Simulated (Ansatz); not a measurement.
`N[Si](F)(F)Br` + H₂ → `F[SiH](F)Br` + NH₃ at 400 K and 1 bar (hydrogenolysis of the Si–N bond).

Computed with Ansatz on PBE0-D4/def2-TZVP structures; ΔE is electronic, products minus reactants. CCSD(T)/CBS is the MP2 limit (def2-TZVPP, def2-QZVPP) plus CCSD(T) − MP2 in def2-TZVPP, frozen cores. This one scheme is used for every species. For Br outer-core shells are correlated without core-valence functions, which leaves a few kJ/mol of doubt a bond. Scalar relativity is left out up to krypton. One conformer a species, not always the lowest.

| species | CCSD(T)/CBS energy (Eh) | H − E (kJ/mol) | S (J/(mol·K)) |
| --- | --- | --- | --- |
| `N[Si](F)(F)Br` | -3118.12106 | 119.2 | 381.3 |
| H₂ | -1.17544 | 38.0 | 139.0 |
| `F[SiH](F)Br` | -3062.76774 | 65.0 | 333.0 |
| NH₃ | -56.50880 | 104.2 | 203.1 |

H − E and S are ideal-gas, rigid-rotor, harmonic terms from PBE0-D4/def2-TZVP, for one conformer and one mirror image of each species. For small species the MP2-based limit differs from directly extrapolated CCSD(T) by up to some mEh (0.8 for H₂); such offsets cancel only in part. 1 Eh = 2625.50 kJ/mol, R = 8.31446 J/(mol·K).

By hand: ΔE, ΔH, ΔS and ΔG.

ΔE = (-3062.76774) + (-56.50880) − (-3118.12106) − (-1.17544) = 0.01996 Eh = 52.4 kJ/mol. Δ(H − E) = 65.0 + 104.2 − 119.2 − 38.0 = 12.0, so ΔH = 64.4 kJ/mol. ΔS = 333.0 + 203.1 − 381.3 − 139.0 = 15.8 J/(mol·K). ΔG = 64.4 − 400 × (15.8)/1000 = 58.1 kJ/mol.

By hand: the equilibrium constant, and the temperature at which ΔG would vanish if ΔH and ΔS stayed fixed.

log₁₀ K = −ΔG/(RT ln 10) = -7.6. ΔG = 0 at ΔH/ΔS = 4076 K, far beyond where these terms or the molecules hold.

ΔH outweighs TΔS. A doubt of 5 kJ/mol in ΔE shifts log₁₀ K by 0.7 here. Other conformers and mirror images would add mixing entropy, several J/(mol·K) or more a flexible species. These are equilibria of isolated gas molecules and say nothing of rates. Largest T1 diagnostic: 0.010 (customary marks: 0.02 for closed shells, 0.045 for open ones).
